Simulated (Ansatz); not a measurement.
Ideal-gas functions of CH₄F₂Si, SMILES `FC(F)[SiH3]` at 800 K and 1 bar, from an Ansatz frequency run at PBE0-D4/def2-TZVP.

Molar mass 82.12 g/mol, point group Cs (symmetry number 1), electronic degeneracy 1, moments of inertia 56.77, 120.459, 161.71 u Å². Harmonic wavenumbers (cm⁻¹, unscaled): 125, 210, 290, 479, 591, 623, 764, 901, 932, 938, 1074, 1128, 1340, 1359, 2242, 2253, 2264, 3046.

Use S(trans) = R[1.5 ln M + 2.5 ln T − 1.1517]; rotational temperatures θ = 24.2544 K / I; S(rot) = R[ln(√π/σ · √(T³/θAθBθC)) + 1.5]; for each mode x = 1.438777 ν̃/T, S = R[x/(eˣ − 1) − ln(1 − e⁻ˣ)] and H = RT x/(eˣ − 1); 1 cm⁻¹ = 0.0119627 kJ/mol; R = 8.31446 J/(mol·K).

Question: By hand: the entropy, in J/(mol·K).

Answer: Translation 184.3. Rotation: θ = 0.4272, 0.2013, 0.15 K, giving 118.7. Vibration, mode by mode: 20.74, 16.46, 13.82, 9.81, 8.19, 7.79, 6.30, 5.16, 4.93, 4.89, 4.02, 3.73, 2.76, 2.69, 0.75, 0.74, 0.73, 0.23, in all 113.7. Electronic 0.0. Sum 416.7 J/(mol·K).

Question: By hand: H − E and G − E in kJ/mol, counted from the electronic energy.

Answer: Zero-point energy ½ × 20559 × 0.0119627 = 123.0; thermal vibration 47.8; translation, rotation and pV give 4 RT = 26.6. H − E = 197.4 kJ/mol, and G − E = 197.4 − 800 × 416.7/1000 = -136.0 kJ/mol.

Vibration gives 27 % of the entropy, 20.7 J/(mol·K) of it from the mode under 150 cm⁻¹: soft modes count most, and the harmonic formula is weakest for them.
